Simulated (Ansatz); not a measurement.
The same path of FGe$_{2}$H$_{5}$ (8 atoms, charge 0, multiplicity 1) was run twice with different band settings. Lost on the way: Ge1–H2, Ge1–H3. Made: H2–H3.

These are results of Ansatz, RKS B3LYP/def2-SVP, not measurements.

Relaxed end points:

```xyz
8
Properties=species:S:1:pos:R:3
Ge 0.233 0.079 0.192
H -0.136 -0.268 1.652
H 1.763 0.238 0.043
Ge -1.042 1.952 -0.724
H -2.551 1.668 -0.606
H -0.705 3.234 0.068
H -0.675 2.165 -2.205
F -0.195 -1.337 -0.758
```

```xyz
8
Properties=species:S:1:pos:R:3
Ge -0.903 -0.330 0.645
H 1.635 -0.009 0.989
H 1.632 0.493 0.411
Ge -1.150 1.864 -0.658
H -2.585 1.893 -1.253
H -1.003 3.143 0.207
H -0.174 1.989 -1.855
F -0.761 -1.313 -0.825
```

Common settings: movable images 5; climbing image yes; spring 5.0 eV/Å²; optimiser quadratic models (default); start path through a guess of the saddle point; iteration limit 60; end points relaxed.

| run | force threshold |
| --- | --- |
| 1 | 0.05 eV/Å |
| 2 | 0.5 eV/Å |

(1) What does each run give, and how far can it be trusted?

## Answers

(1) Run 1: converged after 30 iterations, highest image 1.936 eV above the first end. A vibrational analysis at the climbing image gives one clearly imaginary mode, 537i cm⁻¹: a first-order saddle point.
Run 2: converged after 7 iterations, highest image 2.192 eV above the first end. The threshold of 0.5 eV/Å is loose, so the images may lie well off the minimum-energy path. Neighbouring images differ by up to 1.6 eV, so the band resolves the path poorly. The order of the stationary point at the top wasn't checked.
The orbitals stay closed-shell, which can raise the energy where a bond breaks towards radicals; this wasn't checked here.
